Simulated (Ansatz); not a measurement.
Mulliken charges of `F[Si]1(Cl)[O][AlH]1` from r2SCAN/def2-TZVPP in Ansatz (PBE0-D4/def2-TZVP geometry).

| atom | x (Å) | y (Å) | z (Å) | charge (e) |
| --- | --- | --- | --- | --- |
| F1 | -0.724 | -2.112 | -0.053 | -0.293 |
| Si2 | 0.216 | -0.833 | 0.038 | 0.688 |
| Cl3 | 2.096 | -1.554 | -0.302 | -0.224 |
| O4 | -0.242 | 0.376 | -0.994 | -0.416 |
| Al5 | -0.427 | 1.289 | 0.488 | 0.343 |
| H6 | -0.877 | 2.769 | 0.778 | -0.097 |

By hand: the dipole of these point charges (1 e Å = 4.8032 D).

Σ q r = (-0.069, 0.411, 0.615) e Å, of length 0.743 e Å = 3.57 D.

How does the dipole of the full density compare? (Best estimate.)

The calculation gave: (-0.128, 0.550, 0.339) e Å, 3.16 D; the point charges give 1.13 times that, at 25° from its direction.

Point charges leave out the atoms' own dipoles, such as those of lone pairs, and Mulliken's split depends on the basis, so the two needn't agree.
